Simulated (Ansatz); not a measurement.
Reaction (isomerisation): `NC1N[SiH2]1` → `C=N[SiH2]N`

Program: Ansatz. Geometries: PBE0-D4/def2-TZVP. ΔE: electronic, gas phase. CCSD(T)/CBS is the MP2 limit (def2-TZVPP, def2-QZVPP) plus CCSD(T) − MP2 in def2-TZVPP, frozen cores. DFT in def2-TZVPP. One conformer a species, not always the lowest.

| level | ΔE (eV) |
| --- | --- |
| r2SCAN-D4 | -1.63 |
| B97M-V | -1.71 |
| PBE-QIDH | -1.61 |
| PBE | -1.48 |
| r2SCAN0 | -1.63 |
| RPA@PBE/def2-TZVPP | -1.78 |
| HF/def2-TZVPP | -2.19 |
| HF/CBS(def2) | -2.19 |

**Question.** What does CCSD(T)/CBS give? (Estimate.)

**Answer.** Ansatz gave: -1.76 eV. The listed levels differ from it by 0.13, 0.05, 0.15, 0.28, 0.13, -0.02, -0.43, -0.43 eV.

Largest T1 diagnostic among the species: 0.012.

Leaving LDA and LC-ωPBE aside and taking each functional with its dispersion term where it has one, the values, not all of them listed here, spread over 0.41 eV, from BHLYP-D4 to PBE-D4. LDA lies +0.25 eV from PBE without D4. At CCSD(T), def2-SVP lies +0.06 eV from the extrapolated value and def2-TZVPP −0.02 eV.
